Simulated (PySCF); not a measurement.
Input of a run (PBE0-D3(BJ)/def2-SVP geometry optimisation, gas phase (PySCF 2.14.0)), started from GFN2-xTB:
```
{"job": {"xc": "PBE0", "basis": "def2-SVP", "d3": "d3bj", "grid": 1, "shake": 0.01, "kind": "geom"}, "charge": 0, "multiplicity": 1}
Cl     3.103210     1.740850    -0.550130
Si     2.454990    -0.060400     0.060000
C      0.590040    -0.074980     0.025470
C     -0.567820    -0.060810     0.006010
Ge    -2.497850    -0.065530    -0.038200
H      2.959870    -1.057740    -0.871110
H      2.929450    -0.272060     1.432230
H     -2.958320    -1.464150    -0.101010
H     -2.958620     0.702160    -1.207200
H     -3.004510     0.591730     1.222890
```

Output (energies in Eh, forces in Eh/bohr):
```
step   0  E = -2904.70251849  max force = 0.169295
step   1  E = -2904.71594698  max force = 0.028914
step   2  E = -2904.71692609  max force = 0.006889
step   3  E = -2904.71703619  max force = 0.001509
step   4  E = -2904.71705534  max force = 0.001506
step   5  E = -2904.71706894  max force = 0.000847
step   6  E = -2904.71707393  max force = 0.000832
step   7  E = -2904.71707615  max force = 0.000384
optimisation converged
```

Question: Summarise the run.

Answer: The energy falls by 38.2 kJ/mol over 8 energy and gradient evaluations, the largest force component goes from 0.1693 to 3.8e-04 Eh/bohr, and the atoms move by 0.043 Å rms after alignment. The bond that changes most is C3≡C4 (both ends alkyne carbon), which lengthens by 0.066 Å. Bonds longer at the end by more than 0.005 Å: 7 of 9; shorter: 2. The energy never rose by more than 1e-6 Eh on the way. The first step brought 92 % of the lowering.

Question: What are the final bond lengths?

Answer: Cl1–Si2 2.065 Å, Si2–C3 1.826 Å, C3≡C4 1.224 Å, C4–Ge5 1.906 Å, Si2–H6 1.486 Å, Si2–H7 1.486 Å, Ge5–H8 1.535 Å, Ge5–H9 1.534 Å, Ge5–H10 1.534 Å. Numbering counts from 1 in the input's order; the species is `Cl[SiH2]C#[C][GeH3]`.

The run used 121 basis functions and 51 SCF cycles in all.

No frequency check.
